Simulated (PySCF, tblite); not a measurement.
Isomers of C6H10FN. Computed with GFN2-xTB (tblite): harmonic, unscaled wavenumbers at the GFN2-xTB geometry, gas phase. This tight-binding method is rough: wavenumbers can miss measured ones by several per cent, in bad cases by 10 to 20. One conformer each.

Electronic energies: PBE0/pcSseg-1 single points on the GFN2-xTB geometries (PySCF, gas phase).

```json
{"SMILES": "[H]/N=C1\\CC[C@H](F)[C@@H]1C", "electronic energy, lowest = 0 (kcal/mol)": "0.0"}
{"SMILES": "C=C1C[C@@H](N)C[C@H]1F", "electronic energy, lowest = 0 (kcal/mol)": "13.1"}
{"SMILES": "C=CC[C@@H](F)CN=C", "electronic energy, lowest = 0 (kcal/mol)": "33.8"}
```

Problem. How do GFN2-xTB zero-point energies change the relative energies?

Solution. 
| SMILES | ZPE (kcal/mol) | of it from modes above 1550 cm⁻¹ | electronic (kcal/mol) | with ZPE, lowest = 0 (kcal/mol) | lowest mode (cm⁻¹) | rings |
| --- | --- | --- | --- | --- | --- | --- |
| [H]/N=C1\CC[C@H](F)[C@@H]1C | 94.8 | 45.9 | 0.0 | 0.0 | 57 | 1 |
| C=C1C[C@@H](N)C[C@H]1F | 94.5 | 48.8 | 13.1 | 12.8 | 52 | 1 |
| C=CC[C@@H](F)CN=C | 92.0 | 47.8 | 33.8 | 31.0 | 49 | 0 |

The zero-point energies span 2.8 kcal/mol, from `C=CC[C@@H](F)CN=C` to `[H]/N=C1\CC[C@H](F)[C@@H]1C`. The order is unchanged.

Problem. And how do the electronic energies of GFN2-xTB itself compare?

Solution. `[H]/N=C1\CC[C@H](F)[C@@H]1C` 0.0; `C=C1C[C@@H](N)C[C@H]1F` 11.8; `C=CC[C@@H](F)CN=C` 37.1 kcal/mol, lowest = 0. Against the energies above, taken from the same isomer `[H]/N=C1\CC[C@H](F)[C@@H]1C`, the largest difference is 3.3 kcal/mol.

Problem. What do entropy and thermal enthalpy add at 298.15 K and 1 bar (rigid rotor, harmonic oscillator, one conformer each)?

Solution. 
| SMILES | point group | symmetry number | S (cal/(mol K)) | H − H(0) (kcal/mol) | ZPE + H − H(0) − TS (kcal/mol) |
| --- | --- | --- | --- | --- | --- |
| [H]/N=C1\CC[C@H](F)[C@@H]1C | C1 | 1 | 87.4 | 5.59 | 74.3 |
| C=C1C[C@@H](N)C[C@H]1F | C1 | 1 | 87.8 | 5.62 | 74.0 |
| C=CC[C@@H](F)CN=C | C1 | 1 | 96.4 | 6.46 | 69.7 |
